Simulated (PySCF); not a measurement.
A structure optimised at B3LYP-D3(BJ)/def2-SVP, used in a PySCF frequency run:

```
Si
H 1 1.4915
H 1 1.4931 2 109.27
H 1 1.4931 2 109.27 3 118.23
B 1 2.0328 2 112.11 3 -120.88
F 5 1.3196 1 123.12 2 0.00
Cl 5 1.7668 6 116.95 1 180.00
```
Charge 0, spin multiplicity 1.

### Question
Write its SMILES, formula and point group.

### Answer
FB([SiH3])Cl, BClFH3Si, Cs

### Question
What are its rotational constants (standard atomic weights)?

### Answer
6.0775, 2.6673, 1.8947 GHz
